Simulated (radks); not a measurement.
The numbers below are computed, except where a source is named.
Valence configurations of Kr II (all share [Ar]). Code: a radial shooting solver on a logarithmic mesh with Libxc functionals. Model: scalar-relativistic Kohn-Sham, PBEsol, spin-polarised, spherical densities, finite nucleus; open shells are filled with parallel spins first; Fermi nuclear charge, rms radius 4.1884 fm. Energies are relative to 3d10 4s2 4p5; eigenvalues in eV for spin up.

| valence | E (eV) | moment (Bohr magnetons) | e(3d) | e(4p) | e(4s) |
|---|---|---|---|---|---|
| 3d10 4s2 4p5 | 0.000 | 1 | -93.340 | -19.940 | -34.387 |
| 3d10 4s1.5 4p5.5 | 7.218 | 1 | -94.136 | -20.278 | -34.839 |
| 3d10 4s1 4p6 | 14.453 | 1 | -94.927 | -20.614 | -35.287 |
| 3d9.5 4s2 4p5.5 | 38.353 | 1 | -100.50 | -20.702 | -35.604 |
| 3d9.5 4s1.5 4p6 | 45.783 | 1 | -101.27 | -21.029 | -36.039 |
| 3d9 4s2 4p6 | 79.358 | 1 | -107.78 | -21.455 | -36.797 |

NIST lists [Ar] 3d10 4s2 4p5 as the ground configuration; this level of theory agrees among the configurations tried. The energies are those of spherical high-spin densities, not of single terms.
